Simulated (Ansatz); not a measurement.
The same path of AsH3 + F4Si (9 atoms, charge 0, multiplicity 1) was run twice with different band settings. Lost on the way: Si1–F2, H6–As7. Made: Si1–As7, F2–H6.

The calculation used RKS PBE-D4/def2-SVP in Ansatz.

Relaxed end points:

```xyz
9
Properties=species:S:1:pos:R:3
Si -1.335 -1.093 0.539
F -0.048 -1.635 1.329
F -1.212 -1.468 -1.014
F -2.654 -1.767 1.152
F -1.431 0.501 0.707
H 1.512 0.229 -0.097
As 1.195 1.331 -1.126
H 1.280 2.416 -0.038
H 2.692 1.486 -1.452
```

```xyz
9
Properties=species:S:1:pos:R:3
Si -1.030 0.032 -0.232
F 1.632 -1.640 0.570
F -1.332 -1.274 -1.138
F -0.649 -0.553 1.266
F -2.434 0.813 -0.017
H 0.917 -1.376 1.128
As 0.631 1.400 -1.156
H 0.630 2.212 0.154
H 1.634 0.385 -0.575
```

Common settings: movable images 5; climbing image yes; spring 5.0 eV/Å²; optimiser quadratic models (default); start path through a guess of the saddle point; iteration limit 60; end points relaxed.

| run | force threshold |
| --- | --- |
| 1 | 0.03 eV/Å |
| 2 | 0.5 eV/Å |

**Question.** What does each run give, and how far can it be trusted?

**Answer.** Run 1: converged after 26 iterations, highest image 2.088 eV above the first end. Neighbouring images differ by up to 1.4 eV, so the band resolves the path poorly. A vibrational analysis at the climbing image gives one clearly imaginary mode, 659i cm⁻¹, and a faint second one (28i cm⁻¹) that may be numerical noise or a soft torsion: probably a first-order saddle point.
Run 2: converged after 12 iterations, highest image 1.831 eV above the first end. The threshold of 0.5 eV/Å is loose, so the images may lie well off the minimum-energy path. Neighbouring images differ by up to 1.3 eV, so the band resolves the path poorly. The order of the stationary point at the top wasn't checked.
The orbitals stay closed-shell, which can raise the energy where a bond breaks towards radicals; this wasn't checked here.
